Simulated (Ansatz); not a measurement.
`N[Si](O)(Cl)Br` and `CO[Si](O)(Cl)Br` differ in one atom or group.

Ansatz, PBE0-D4/def2-TZVP geometries, multiplicity 1. Each molecule was computed in one conformer, which needn't be the lowest.

Scalar relativity is left out up to krypton.

```csv
property,`N[Si](O)(Cl)Br`
HOMO–LUMO gap (PBE0/def2-TZVPP) / eV,8.30
size of the dipole moment (ωB97M-V/def2-TZVPP) / D,2.94
LUMO energy (B3LYP/def2-TZVPP) / eV,-0.09
HOMO energy (PBE/def2-TZVPP) / eV,-6.64
HOMO energy (ωB97M-V/def2-TZVPP) / eV,-10.33
HOMO–LUMO gap (PBE/def2-TZVPP) / eV,5.95
```

(1) Give the same properties after the change, and the shifts. (Best estimate.)

Answers

(1) The calculation gave: 
```
                                          property  `CO[Si](O)(Cl)Br`  shift
              HOMO–LUMO gap (PBE0/def2-TZVPP) / eV               8.80   0.50
size of the dipole moment (ωB97M-V/def2-TZVPP) / D               2.00  -0.94
               LUMO energy (B3LYP/def2-TZVPP) / eV              -0.08   0.01
                 HOMO energy (PBE/def2-TZVPP) / eV              -7.14  -0.50
             HOMO energy (ωB97M-V/def2-TZVPP) / eV             -10.81  -0.48
               HOMO–LUMO gap (PBE/def2-TZVPP) / eV               6.39   0.44
```

Dipoles are sizes alone; their direction can turn.

B3LYP here is the variant with VWN-RPA as its local correlation; programs differ in this.

Spin–orbit coupling is left out; it splits and shifts lone-pair levels of the heavy atoms by tenths of an eV.
